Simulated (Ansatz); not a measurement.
`O/C=C\F` + HI → `O/C=C\I` + H–F at 298.15 K and 1 bar (substitution at a C–F bond).

Gas-phase electronic energies from Ansatz, PBE0-D4/def2-TZVP geometries. CBS: MP2 limit from def2 TZ/QZ plus the TZ coupled-cluster correction, frozen cores. This one scheme is used for every species. Double bonds are as drawn, so ΔE can hold a change between cis and trans. def2 core potentials past Kr. For I outer-core shells are correlated without core-valence functions, which leaves a few kJ/mol of doubt a bond. One conformer a species, not always the lowest.

```csv
species,CCSD(T)/CBS energy (Eh),H − E (kJ/mol),S (J/(mol·K))
`O/C=C\F`,-252.83247,144.2,277.2
HI,-298.03592,22.7,206.5
`O/C=C\I`,-450.49539,138.9,305.7
H–F,-100.39570,33.5,173.6
```

H − E and S are ideal-gas, rigid-rotor, harmonic terms from PBE0-D4/def2-TZVP, for one conformer and one mirror image of each species. 1 Eh = 2625.50 kJ/mol, R = 8.31446 J/(mol·K).

By hand: ΔE, ΔH, ΔS and ΔG.

ΔE = (-450.49539) + (-100.39570) − (-252.83247) − (-298.03592) = -0.02270 Eh = -59.6 kJ/mol. Δ(H − E) = 138.9 + 33.5 − 144.2 − 22.7 = 5.5, so ΔH = -54.1 kJ/mol. ΔS = 305.7 + 173.6 − 277.2 − 206.5 = -4.4 J/(mol·K). ΔG = -54.1 − 298.15 × (-4.4)/1000 = -52.8 kJ/mol.

By hand: the equilibrium constant, and the temperature at which ΔG would vanish if ΔH and ΔS stayed fixed.

log₁₀ K = −ΔG/(RT ln 10) = 9.3. ΔG = 0 at ΔH/ΔS = 12295 K, far beyond where these terms or the molecules hold.

The number of gas molecules stays the same, so ΔS is small and ΔH decides. A doubt of 5 kJ/mol in ΔE shifts log₁₀ K by 0.9 here. Other conformers and mirror images would add mixing entropy, several J/(mol·K) or more a flexible species. These are equilibria of isolated gas molecules and say nothing of rates. Largest T1 diagnostic: 0.013 (customary marks: 0.02 for closed shells, 0.045 for open ones).
